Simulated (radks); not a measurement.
Task: Excited configurations of the aluminium ion Al+: one electron is placed in a higher orbital outside [Ne] 3s1. The ground configuration is [Ne] 3s2. Method: scalar-relativistic Kohn-Sham, r2SCAN, spin-unpolarised, spherical densities, finite nucleus; meta-GGA in the generalised Kohn-Sham scheme; Fermi nuclear charge, rms radius 3.061 fm; computed with a radial shooting solver on a logarithmic mesh with Libxc functionals. Excitation = E - E(ground); binding = E(ion) - E, where the ion is the core of charge +2; n* = 2/sqrt(2 binding) in atomic units, and the quantum defect is n - n*.

outer orbital  excitation (eV)  binding (eV)     n*  quantum defect  eigenvalue (eV)  <r> (bohr)
3p                       6.114        13.148  2.034           0.966           -9.620       2.860
4s                      12.052         7.210  2.747           1.253           -5.759       5.749
4f                      15.979         3.284  4.071          -0.071           -2.337       9.181
6s                      16.841         2.422  4.740           1.260           -1.980       17.05
7p                      17.780         1.483  6.059           0.941           -1.221       27.65
7f                      18.134         1.129  6.943           0.057           -0.908       33.85

Estimate the row for 3d.

Result: excitation (eV) 12.705; binding (eV) 6.557; n* 2.881; quantum defect 0.119; eigenvalue (eV) -4.433; <r> (bohr) 4.480. The Delta-SCF ionisation energy is 19.263 eV (NIST Atomic Spectra Database: 18.829 eV, measured). Self-interaction in the functional shifts the binding energies and quantum defects, so they are the method's values and not measured ones. Spin polarisation and multiplet splitting are left out, so open shells lie too high by an amount that depends on their filling.

Beside tabulated values, note that spin-unpolarised runs miss the spin-polarisation part of the exchange energy of open shells.
